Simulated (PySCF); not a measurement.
**C₆ coefficients of unlike pairs at UHF**

Calculated with PySCF 2.14 from the dipole response of each species, C₆(A,B) = (3/π) ∫ α_A(iu) α_B(iu) du, in atomic units, from isotropic polarisabilities. For ions this is the dispersion term alone; charge-induced terms of lower order in 1/R come first.

```
species           configuration                                                                            basis     relativity  α (bohr³)  C₆ (like pair)
   Zn³⁺           [Ar] 3d9 (2D)                                                      aug-cc-pVTZ-DK (8s7p5d3f2g)  spin-free X2C      1.313           2.951
    Se⁺  [Ar] 3d10 4s2 4p3 (4S)  x2c-QZVPPall with one added diffuse shell each of s, p, d, f type (12s9p6d5f1g)  spin-free X2C      14.11           87.52
     Rb           [Kr] 5s1 (2S)                                                       aug-cc-pVTZ-X2C (8s7p5d2f)  spin-free X2C      481.3            8497
     Cu      [Ar] 3d10 4s1 (2S)                                                   aug-cc-pwCVTZ-DK (10s9p7d4f3g)  spin-free X2C      71.41           494.9
```

Estimate C₆ for Se⁺ with Zn³⁺.

The integral gives 13.18. The combination rule 2 C_A C_B / (C_A α_B/α_A + C_B α_A/α_B) gives 12.96 and the geometric mean 16.07.

No spin-orbit coupling is included.

The other pairs:

| pair | C₆ |
| --- | --- |
| Rb, Se⁺ | 500.1 |
| Rb, Zn³⁺ | 53.37 |
| Cu, Zn³⁺ | 20.81 |
| Cu, Rb | 1844 |
| Cu, Se⁺ | 171.1 |
